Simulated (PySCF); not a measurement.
PySCF 2.14 output of an unrestricted r2SCAN calculation on a single atom or ion in aug-cc-pVQZ-PP with one added diffuse shell each of s, p, d, f, g type with ECP10MDF (8s7p6d4f3g, 114 functions), with scalar relativity through the core potential:

```
SCF conv_tol = 1e-09
number electrons alpha = 13  beta = 10
    J. W. Furness, A. D. Kaplan, J. Ning, J. P. Perdew, and J. Sun.,  J. Phys. Chem. Lett. 11, 8208-8215 (2020)
    J. W. Furness, A. D. Kaplan, J. Ning, J. P. Perdew, and J. Sun.,  J. Phys. Chem. Lett. 11, 9248-9248 (2020)
    J. W. Furness, A. D. Kaplan, J. Ning, J. P. Perdew, and J. Sun.,  J. Phys. Chem. Lett. 11, 8208-8215 (2020)
    J. W. Furness, A. D. Kaplan, J. Ning, J. P. Perdew, and J. Sun.,  J. Phys. Chem. Lett. 11, 9248-9248 (2020)
cycle= 1 E= -294.467866195253  delta_E= -0.00849  |g|= 0.118  |ddm|= 1.35
cycle= 2 E= -294.467566156384  delta_E= 0.0003  |g|= 0.126  |ddm|= 0.681
cycle= 3 E= -294.469963741582  delta_E= -0.0024  |g|= 0.00832  |ddm|= 0.382
cycle= 4 E= -294.470023225094  delta_E= -5.95e-05  |g|= 0.000452  |ddm|= 0.0455
cycle= 5 E= -294.470023548791  delta_E= -3.24e-07  |g|= 7.33e-05  |ddm|= 0.00549
cycle= 6 E= -294.47002355862  delta_E= -9.83e-09  |g|= 1.12e-05  |ddm|= 0.000887
cycle= 7 E= -294.470023558887  delta_E= -2.67e-10  |g|= 1.55e-06  |ddm|= 0.000135
converged SCF energy = -294.470023558887  <S^2> = 3.7515215  2S+1 = 4.0007607
```

The run itself started from symmetry-adapted Hartree-Fock orbitals and held the occupation by maximum overlap, on a logarithmic radial grid, so the iterations belong to that start.

**Question.** Which element, charge and spin multiplicity is this?

**Answer.** Ge⁻ (germanium, charge -1), multiplicity 4; the state was [Ar] 3d10 4s2 4p3, high-spin 4S determinant.

Energies and moments cover only the electrons outside the core potential. At r2SCAN the highest occupied level has a positive energy, so only the finite basis holds that electron; in a semilocal or global hybrid functional this comes from self-interaction and does not mean that the real anion is unbound.
